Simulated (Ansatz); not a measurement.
ClFH3N2Nb, SMILES `[NH]=[Nb]([NH2])([F])[Cl]`. The species carries charge 0 and has multiplicity 1. Correlated methods include outer-core shells of Nb, which these sets cover unevenly. Nb takes the def2 core potential.

```xyz
8

N     1.479    0.352   -0.696
Nb   -0.222    0.458   -0.371
N    -0.465   -0.821    1.078
F    -0.689    2.191    0.186
Cl   -1.434   -0.186   -2.235
H     2.450    0.396   -0.967
H     0.247   -1.398    1.498
H    -1.366   -0.991    1.508
```

Give the diagnostics of a CCSD(T)/def2-TZVPP run (frozen core, Ansatz). (An estimate is asked.)

The calculation gave: T1 = 0.0201, largest single amplitude 0.033, largest double 0.027, (T) share of the correlation energy 4.9 %, 14 CCSD cycles. The RHF solution is stable towards an unrestricted one. T1 lies over the customary mark of 0.02 for closed shells; compounds of d metals often pass it without a breakdown.
